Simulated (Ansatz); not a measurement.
`COBO[SiH3]` + HCl → `COBCl` + `O[SiH3]`  (ligand exchange at a B–O bond)

Calculated with Ansatz (gas phase, PBE0-D4/def2-TZVP geometries, no zero-point term in ΔE). CBS: MP2 limit from def2 TZ/QZ plus the TZ coupled-cluster correction, frozen cores. This one scheme is used for every species. Functionals use def2-TZVPP. One conformer a species, not always the lowest.

| level | ΔE (kJ/mol) |
| --- | --- |
| r2SCAN-D4 | 41.8 |
| CCSD/def2-TZVPP | 47.6 |

Question: What does CCSD(T)/CBS give? (Best estimate.)

Answer: The calculation gave: +44.6 kJ/mol. The listed levels differ from it by -2.8, 3.0 kJ/mol.

Largest T1 diagnostic among the species: 0.013.

In def2-TZVPP, CCSD(T) changes the Hartree–Fock value by −5.5 kJ/mol (the triples alone add −1.6 kJ/mol) and MP2 by −10.0 kJ/mol. The D4 term adds +4.2 kJ/mol with B3LYP and +2.6 kJ/mol with PBE0; it sums over pairs of atoms, weighted by their polarisabilities, and B3LYP, whose exchange is more repulsive, gets the larger term. From PBE to PBE0 (25 % exact exchange), in def2-TZVPP and without D4, ΔE moves by +3.5 kJ/mol.

CCSD(T)/CBS has its own doubt, a few kJ/mol and more with outer-core shells, so smaller differences from it don't rank the levels.

B3LYP here is the variant with VWN-RPA as its local correlation; programs differ in this.
